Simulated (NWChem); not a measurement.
System: CH3F2Sb; SMILES [CH3][Sb]([F])[F]

The following NWChem deck was run.

```
start job
memory heap 200 mb stack 900 mb global 1100 mb
geometry units angstroms
  Sb    -0.013582    -0.039816     0.360981
  F     -1.032486    -1.095750    -0.994896
  F     -0.336060     1.644258    -0.664886
  C      1.783064    -0.360897    -0.786854
  H      1.533721    -0.118916    -1.813510
  H      2.084412    -1.397519    -0.706150
  H      2.570787     0.288029    -0.426059
end
basis spherical
  * library def2-svp
end
ecp
  Sb library def2-ecp
end
dft
  xc pbe0
  iterations 150
end
driver
  maxiter 120
end
task dft optimize
dft
  grid fine
  convergence energy 1d-8 density 1d-7
end
task dft freq numerical
```

Output (shortened):

```
             Northwest Computational Chemistry Package (NWChem) 7.3.0
             --------------------------------------------------------

 C1  symmetry detected

                             Geometry "geometry" -> ""
                             -------------------------

 Output coordinates in angstroms (scale by  1.889725989 to convert to a.u.)

  No.       Tag          Charge          X              Y              Z
 ---- ---------------- ---------- -------------- -------------- --------------
    1 Sb                  51.0000    -0.04758670     0.00158014     0.41820163
    2 F                    9.0000    -0.81422990    -1.41025152    -0.76946582
    3 F                    9.0000    -0.76683278     1.43567571    -0.77282959
    4 C                    6.0000     1.75718836    -0.03244665    -0.76085910
    5 H                    1.0000     1.44323526     0.02446638    -1.79668902
    6 H                    1.0000     2.29171738    -0.95607393    -0.57892420
    7 H                    1.0000     2.37840307     0.81688279    -0.50685655

 Effective nuclear repulsion energy (a.u.)     401.3195362107

                                Z-matrix (autoz)
                                --------

 Units are Angstrom for bonds and degrees for angles

[...]

      ----------------------
      Optimization converged
      ----------------------

  Step       Energy      Delta E   Gmax     Grms     Xrms     Xmax
  ---- ---------------- -------- -------- -------- -------- --------
@    6    -479.46651091 -1.7D-07  0.00002  0.00001  0.00038  0.00082
                                     ok       ok       ok       ok

                                Z-matrix (autoz)
                                --------

 Units are Angstrom for bonds and degrees for angles

[...]

 Rotational Constants
 --------------------
 A=   0.139374 cm-1  (  0.200523 K)
 B=   0.135693 cm-1  (  0.195227 K)
 C=   0.107894 cm-1  (  0.155232 K)

 Temperature                      =   298.15K
 frequency scaling parameter      =   1.0000

 Zero-Point correction to Energy  =   24.878 kcal/mol  (  0.039645 au)
 Thermal correction to Energy     =   28.714 kcal/mol  (  0.045758 au)
 Thermal correction to Enthalpy   =   29.306 kcal/mol  (  0.046702 au)

 Total Entropy                    =   81.107 cal/mol-K
   - Translational                =   41.349 cal/mol-K (mol. weight = 173.9241)
   - Rotational                   =   26.161 cal/mol-K (symmetry #  =        1)
   - Vibrational                  =   13.597 cal/mol-K

 Cv (constant volume heat capacity) =   18.466 cal/mol-K
   - Translational                  =    2.979 cal/mol-K
   - Rotational                     =    2.979 cal/mol-K
   - Vibrational                    =   12.507 cal/mol-K

[normal modes left out]

 ----------------------------------------------------------------------------
 Normal Eigenvalue ||           Projected Infra Red Intensities
  Mode   [cm**-1]  || [atomic units] [(debye/angs)**2] [(KM/mol)] [arbitrary]
 ------ ---------- || -------------- ----------------- ---------- -----------
    1       -0.000 ||    0.000511           0.012         0.498       0.411
    2       -0.000 ||    0.000717           0.017         0.699       0.576
    3        0.000 ||    0.000052           0.001         0.051       0.042
    4        0.000 ||    0.004394           0.101         4.284       3.532
    5        0.000 ||    0.002588           0.060         2.523       2.080
    6        0.000 ||    0.000084           0.002         0.082       0.067
    7       48.524 ||    0.000106           0.002         0.103       0.085
    8      166.083 ||    0.000053           0.001         0.052       0.043
    9      182.578 ||    0.010651           0.246        10.383       8.561
   10      215.254 ||    0.014087           0.325        13.732      11.322
   11      531.983 ||    0.032053           0.739        31.247      25.763
   12      633.765 ||    0.073058           1.686        71.221      58.721
   13      640.573 ||    0.057853           1.335        56.398      46.500
   14      743.722 ||    0.009224           0.213         8.992       7.414
   15      749.392 ||    0.025113           0.579        24.481      20.185
   16     1215.481 ||    0.006431           0.148         6.270       5.169
   17     1414.599 ||    0.012281           0.283        11.972       9.871
   18     1416.404 ||    0.009082           0.210         8.853       7.299
   19     3065.456 ||    0.001210           0.028         1.179       0.972
   20     3187.976 ||    0.000858           0.020         0.836       0.690
   21     3198.881 ||    0.000869           0.020         0.847       0.698
 ----------------------------------------------------------------------------
```

Level: PBE0/def2-SVP with def2 effective core potentials on Sb. def2 effective core potentials on Sb; no spin-orbit coupling.
